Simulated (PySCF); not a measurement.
PySCF input for GeI, SMILES [Ge][I] (connectivity only; charge and spin as stated), neutral, multiplicity 2, PBE0-D3(BJ)/def2-TZVP. Geometry optimised at PBE0-D3(BJ)/def2-TZVP. The def2 effective core potentials stand for the cores of I; spin–orbit coupling is left out.

```python
import numpy as np
from pyscf import gto, scf, dft, df
from pyscf.hessian import thermo

mol = gto.M(
    atom='''
    Ge    0.00000000    0.00000000   -1.57488674
    I     0.00000000    0.00000000    0.95087502
    ''',
    basis='def2-TZVP',
    ecp={'I': 'def2-tzvp'},
    charge=0,
    spin=1,
    max_memory=1600,
    verbose=3,
)
mf = dft.UKS(mol, xc='pbe0').density_fit(auxbasis='def2-universal-jkfit')
mf.disp = 'd3bj'
mf.grids.level = 3
mf.conv_tol = 1e-11
mf.max_cycle = 100
mf.kernel()
fine, coarse = mf.grids, dft.Grids(mol).set(level=1).build(with_non0tab=True)
for _ in range(3):  # follow internal instabilities
    mf.grids = coarse
    mo, _, stable, _ = mf.stability(return_status=True, nroots=4)
    mf.grids = fine
    if stable:
        break
    mf.kernel(mf.make_rdm1(mo, mf.mo_occ))

# [left out here: the lines that compute and print the analytic Hessian (its translational invariance restored by hand, since the grid's response is missing), thermochemistry and intensities]
```

Output:

```

WARN: HOMO -0.472569549328363 >= LUMO -0.472569549328324

converged SCF energy = -2374.46713800488  <S^2> = 0.75485613  2S+1 = 2.0048502
<class 'pyscf.df.df_jk.DFUKS'> wavefunction is stable in the internal stability analysis

WARN: DFTD3 does not support analytical Hessian, using finite difference


WARN: Mole.unit (angstrom) is changed to Bohr

Mode                                 0
Irrep
Freq [cm^-1]                      245.3429
Reduced mass [au]                  86.0213
Force const [Dyne/A]                3.0507
Char temp [K]                     352.9938
Normal mode                   x     y     z
       0  Ge                 0.00  0.00 -0.09
       1   I                 0.00  0.00  0.05
temperature 298.1500 [K]
pressure 101325.00 [Pa]
Rotational constants [GHz] inf 1.71497 1.71497
Symmetry number 1
Zero-point energy (ZPE) 0.00056 [Eh]   1467.476 [J/mol]
                           tot       elec      trans        rot        vib
Entropy [J/mol/K]       264.389      5.763    174.796     76.451      7.380
Cv [J/mol/K]             28.194      0.000     12.472      8.314      7.408
Cp [J/mol/K]             36.508      0.000     20.786      8.314      7.408
Internal energy [J/mol]                      3718.434   2478.956   2761.978
Internal energy [Eh]   -2374.46373  -2374.46714
Enthalpy [J/mol]                             6197.391   2478.956   2761.978
Enthalpy [Eh]          -2374.46278
Gibbs free energy [J/mol]                  -45917.956 -20314.825    561.711
Gibbs free energy [Eh] -2374.49281
mode   freq/cm-1   IR/(km/mol)
   1      245.34        26.273
max |gradient| / (hartree/bohr): 1.0343798688518079e-05
APT charges: [ 0.4405 -0.4406]
```

The calculation finished and met its thresholds.
